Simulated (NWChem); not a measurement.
System: SiH cation, singlet

All runs: NWChem. Pople sets run with spherical d functions. Low-valent species are run as closed-shell singlets; no triplet was tried in these runs. The level has its own optimisation; frequencies are unscaled.

### Question
What does the run give for B3LYP/6-31G*? Quantities: r H–Si (Å); highest harmonic frequency (cm⁻¹); zero-point energy (kcal/mol).

### Answer
```yaml
r H–Si (Å): 1.520
highest harmonic frequency (cm⁻¹): 2165
zero-point energy (kcal/mol): 3.1
```
